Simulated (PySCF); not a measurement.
**Spinor energies of Tc⁺ (technetium, charge +1)**

Start: [Kr] 4d5 5s1; 4d3/2 filled at m_j = -3/2, -1/2, +1/2, +3/2; 4d5/2 filled at m_j = +5/2; 5s1/2 filled at m_j = +1/2. Calculated with PySCF 2.14 in x2c-QZVPPall-2c (13s12p9d4f2g, 140 functions): generalised Hartree-Fock with the X2C-1e Hamiltonian and a Gaussian nucleus; one run each with spin-orbit coupling (SO) switched off, then screened by Boettger's factors.

```
spinor shell  electrons  ε, spin-free (eV)  ε, screened SO (eV)  weight of nominal j (screened SO)  rms radius, screened SO (bohr)
       1s1/2          2           -21167.5             -21166.5                              1.000                          0.0394
       2s1/2          2            -3104.0              -3103.7                              1.000                           0.162
       2p1/2          2            -2772.1              -2853.8                              1.000                           0.141
       2p3/2          4            -2772.1              -2733.9                              1.000                           0.145
       3s1/2          2            -580.17              -580.09                              1.000                           0.442
       3p1/2          2            -468.19              -482.40                              1.000                           0.439
       3p3/2          4            -468.19              -461.52                              1.000                           0.450
       3d3/2          4            -287.26              -289.76                              0.964                           0.433
       3d5/2          6            -287.26              -285.51                              0.976                           0.437
       4s1/2          2            -97.079              -97.062                              1.000                            1.13
       4p1/2          2            -63.484              -69.147                              0.654                            1.26
       4p3/2          4            -63.484              -60.713                              0.827                            1.26
       4d3/2          4            -21.463              -21.495                              0.528                            1.78
       4d5/2          1            -21.463              -21.314                              1.000                            1.79
       5s1/2          1            -14.448              -14.447                              1.000                            3.27
```

```csv
quantity,spin-free,screened SO
E (hartree),-4282.61964,-4283.17575
M_J,3,3
⟨J²⟩,12.002,12.002
⟨L²⟩,0.000,0.017
⟨S²⟩,12.002,11.990
```

Each row is a mean over spinors that exchange with the open shell spreads, by up to 9.701 eV (4p3/2).

Rows whose weight is well below 1 are mixtures of j = l ± 1/2: exchange outweighs spin-orbit coupling there, and the label is only the starting occupation.

Breit and QED terms are absent; they matter most for the inner s and p1/2 levels.

Densities and radii are taken from the X2C orbitals without a picture-change correction, which distorts them close to the nucleus.

Without spin-orbit coupling the j labels of p, d and f shells carry no meaning; the spin-free column gives the mean over the occupied spinors of each nl shell.
